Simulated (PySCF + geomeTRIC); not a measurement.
The multiplicity is imposed and other spin states were not computed.

Species: [Cu(NH3)(H)] (charge 0, multiplicity 1).

Problem. Give a relaxed geometry from TPSS-D3(BJ)/def2-SVP run with PySCF + geomeTRIC.

Solution. the end point of this relaxation.
Cartesian coordinates (Å) in one orientation:
```xyz
6

Cu    -0.052    -0.010     0.054
N     -1.396    -0.225     1.480
H     -1.210    -1.047     2.071
H     -2.347    -0.343     1.104
H     -1.430     0.588     2.110
H      0.968     0.154    -1.027
```
